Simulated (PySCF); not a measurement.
Ions at one geometry of [Pb(CO)]2+

PySCF 2.14.0, RKS PBE0, Pb def2-SVP with ECP60, C def2-SVP, O def2-SVP; non-relativistic Hamiltonian with scalar-relativistic core potentials where named; density fitting; no spin-orbit coupling; singlets restricted, open shells unrestricted. The geometry is relaxed for charge +2, singlet, vacuum:

```xyz
3

Pb    0.0000    0.0000   -0.5623
C     0.0000    0.0000    2.1110
O     0.0000    0.0000    3.2244
```

Energies count from the relaxed state; an electron taken off or put on is at rest in vacuum. Charges and spins are Mulliken's.

```csv
state,energy (eV),spin squared,charge on Pb1 (e),spin on Pb1 (e),dipole about the centre of mass (D)
"charge +2, singlet, vacuum",0.00,0.00,1.77,0.00,0.80
"charge +1, doublet, vacuum",-12.98,0.75,0.88,0.96,0.62
```

Question: What does the state charge +3, doublet, vacuum give?

Answer: energy (eV) 25.24, spin squared 0.77, charge on Pb1 (e) 2.08, spin on Pb1 (e) 0.15, dipole about the centre of mass (D) 7.08.

With an electron taken off (doublet) the charges change, summed by element, by Pb +0.31 e, C +0.43 e, O +0.26 e. The vertical ionisation energy is 25.24 eV, against −ε(HOMO) = 22.58 eV of the relaxed state. The level lies 2.7 eV too high, as is usual for semilocal functionals and global hybrids, which keep a self-interaction error.

With an electron put on (doublet) the charges change, summed by element, by Pb -0.89 e, C -0.02 e, O -0.10 e. The vertical electron affinity is 12.98 eV, against −ε(LUMO) = 15.23 eV of the relaxed state.

Open shells may have lower solutions than those found.
